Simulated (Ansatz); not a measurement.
Cl2Ni, triplet, geometry from GFN2-xTB (such geometries of metal compounds can be far from the true shape); WB97X/def2-TZVP (Ansatz, a program for electronic structure).

Input for Ansatz:
Ansatz 0.2 input:
```yaml
crystal:
  periodic: [false, false, false]
  atoms:
    - {symbol: Ni, position_ang: [0.00000000, 0.00000000, 0.00000000]}
    - {symbol: Cl, position_ang: [0.00000000, 0.00000000, 1.93482584]}
    - {symbol: Cl, position_ang: [-0.00000000, -0.00000000, -1.93482584]}
basis:
  gaussian:
    orbitals: def2-TZVP
hamiltonian:
  xc: {name: wB97X}
magnetization: {spin_polarized: true, initial_magnetization: 2}
```

Output, abridged:

```
Functional definition: wB97X
860 factors; integrals over basis functions are off by at most 1.0e-3 eV
152 factors; integrals over basis functions are off by at most 5.4e-5 eV
mean field evaluation 1: about -66085.8468 eV, gradient 5.1e1 eV
mean field evaluation 2: about -66030.6111 eV, gradient 1.9e2 eV
mean field evaluation 4: about -66092.3769 eV, gradient 6.3e0 eV
mean field evaluation 8: about -66092.6556 eV, gradient 4.4e-1 eV
mean field evaluation 16: about -66092.6592 eV, gradient 2.2e-4 eV
mean field evaluation 32: about -66092.6627 eV, gradient 2.3e-5 eV
mean field -66092.66271656 eV, -2428.8605556179 hartree, gradient 1.2e-5 eV, S^2 2.010261; 7 other end points of the search recorded, 0 dependent functions left out
reference -66092.66268935 eV, -2428.8605546179 hartree; 32, 30 occupied and 87, 89 virtual orbitals, 860 factors
Total energy: -66092.66268935 eV, -2428.8605546179 hartree
```
